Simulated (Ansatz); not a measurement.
System: SiOF (charge 0, doublet). SMILES: [Si](F)=O
Coordinates optimised at B3LYP-D3(BJ)/def2-TZVP (Ansatz, a quantum-chemistry and plane-wave program):
```
Si
O 1 1.5267
F 1 1.5949 2 126.23
```
Charge 0, spin multiplicity 2.

Property: enthalpy of formation at 298 K, in kcal/mol. Set-up: spin-orbit terms left out; 6-311+G** with 5d, 6d on Na to Ar in Ansatz; LANL2DZ with its own core potentials from Na on; UHF or UKS for open shells; dispersion terms only where a functional's name holds one; 6-31G* and kin with 6d, 5d where marked; non-relativistic. Ab initio and DFT rows: single points at B3LYP-D3(BJ) geometries (Ansatz), with unscaled harmonic terms from B3LYP/6-31G* (Ansatz) at its own minima, enthalpies of formation by atomisation with measured atoms.

```csv
level,program,enthalpy of formation at 298 K (kcal/mol)
PBE/STO-3G,Ansatz,-82.8
PBE/3-21G,Ansatz,-57.1
PBE/LANL2DZ,Ansatz,-39.8
PBE/6-31G*,Ansatz,-92.8
PBE/def2-SVP,Ansatz,-91.4
PBE/6-311+G**,Ansatz,-86.2
PBE/def2-TZVPD,Ansatz,-100.4
```

No value to compare with is used here. The 6 habitual levels span -92.8 (PBE/6-31G*) to -39.8 kcal/mol (PBE/LANL2DZ); PBE/def2-TZVPD gives -100.4.

The sets are all those run for this method; left out are runs that failed, that the program found above a lower state of the same kind, or whose <S^2> lies over 0.5 above the pure value.
